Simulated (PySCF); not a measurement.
# Choosing a basis for TDDFT

Species: Ge2H7NSe.
Cartesian coordinates in Å at the PBE0-D3(BJ)/def2-SVP level; atoms count from 1:
```xyz
11
Ge2H7NSe angstrom
N     -1.371    0.345    0.502
Ge    -1.029   -1.115   -0.555
Se     0.595   -0.416   -2.099
Ge     1.838    0.760   -0.465
H     -1.861    1.111    0.046
H     -1.809    0.143    1.397
H     -2.212   -1.648   -1.395
H     -0.503   -2.198    0.404
H      3.254    0.884   -1.060
H      1.882   -0.050    0.841
H      1.256    2.161   -0.223
```

TDDFT with PBE0 (PySCF), vertical singlets, core orbitals frozen in the response, spherical d and f functions. One conformer (not necessarily the lowest) at the PBE0-D3(BJ)/def2-SVP geometry, without solvent, vibrations or thermal averaging. The PBE0/6-31G* calculation is non-relativistic and has no spin–orbit coupling, an omission that weighs most on germanium and selenium.

```
      basis  functions  diffuse  S1 (eV)  S2 (eV)  S3 (eV)  S4 (eV)  S5 (eV)  LUMO (eV)  α (au)
     6-31G*        124       no     5.09     5.34     6.12     6.18     6.34      -0.11    83.5
   def2-SVP        145       no     5.28     5.49     6.25     6.35     6.50       0.06    86.5
  def2-SVPD        193      yes     4.95     5.23     5.76     6.05     6.20      -0.47   101.8
aug-cc-pVDZ        194      yes     4.90     5.17     5.48     5.82     5.94      -0.61   102.9
  def2-TZVP        217       no     5.11     5.41     6.02     6.19     6.38      -0.21    96.9
 def2-TZVPD        265      yes     4.98     5.25     5.67     5.96     6.17      -0.49   102.8
```

**Question.** How much do these states and the polarisability depend on the basis?

**Answer.** States are compared by their number. Against the largest diffuse basis here (def2-TZVPD, itself not a converged limit), sets without diffuse functions differ by up to 0.30 eV in S1 and 0.33 eV in S5; the smaller diffuse sets differ by up to 0.08 and 0.23 eV. State by state, the largest deviation of a set without diffuse functions is S1 0.30, S2 0.25, S3 0.58, S4 0.38, S5 0.33 eV. The same number needn't mean the same state in each row. Against def2-TZVPD the polarisability deviates by -19% in 6-31G*, -16% in def2-SVP, -1% in def2-SVPD, 0% in aug-cc-pVDZ, -6% in def2-TZVP.

Without π bonds the low states are Rydberg-like; a valence basis with one diffuse set may place them up to an eV too high.
